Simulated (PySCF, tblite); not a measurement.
Isomers of C4H13N2PSi2. Level: GFN2-xTB in tblite, geometry and Hessian alike; calculated harmonic values, unscaled, isolated species. This tight-binding method is rough: wavenumbers can miss measured ones by several per cent, in bad cases by 10 to 20. Modes of hydrogen on phosphorus and silicon can be 10 to 20 % off. One conformer each.

Electronic energies: PBE0/pcSseg-1 single points on the GFN2-xTB geometries (PySCF, gas phase).

```json
{"SMILES": "CC[Si@@H](C#N)CN[SiH2]P", "electronic energy, lowest = 0 (kcal/mol)": "13.1"}
{"SMILES": "CC[C@H](C#N)[SiH2]N[SiH2]P", "electronic energy, lowest = 0 (kcal/mol)": "0.0"}
{"SMILES": "N#C[C@@H](C[SiH3])CN[SiH2]P", "electronic energy, lowest = 0 (kcal/mol)": "28.7"}
```

Question: How do GFN2-xTB zero-point energies change the relative energies?

Answer: 
| SMILES | ZPE (kcal/mol) | of it from modes above 1550 cm⁻¹ | electronic (kcal/mol) | with ZPE, lowest = 0 (kcal/mol) | lowest mode (cm⁻¹) | rings |
| --- | --- | --- | --- | --- | --- | --- |
| CC[C@H](C#N)[SiH2]N[SiH2]P | 99.1 | 53.5 | 0.0 | 0.0 | 14 | 0 |
| CC[Si@@H](C#N)CN[SiH2]P | 99.9 | 54.2 | 13.1 | 13.8 | 13 | 0 |
| N#C[C@@H](C[SiH3])CN[SiH2]P | 97.7 | 52.3 | 28.7 | 27.3 | 23 | 0 |

The zero-point energies span 2.2 kcal/mol, from `N#C[C@@H](C[SiH3])CN[SiH2]P` to `CC[Si@@H](C#N)CN[SiH2]P`. The order is unchanged.

Question: And how do the electronic energies of GFN2-xTB itself compare?

Answer: `CC[C@H](C#N)[SiH2]N[SiH2]P` 0.0; `CC[Si@@H](C#N)CN[SiH2]P` 36.4; `N#C[C@@H](C[SiH3])CN[SiH2]P` 19.0 kcal/mol, lowest = 0. Against the energies above, taken from the same isomer `CC[C@H](C#N)[SiH2]N[SiH2]P`, the largest difference is 23.3 kcal/mol.
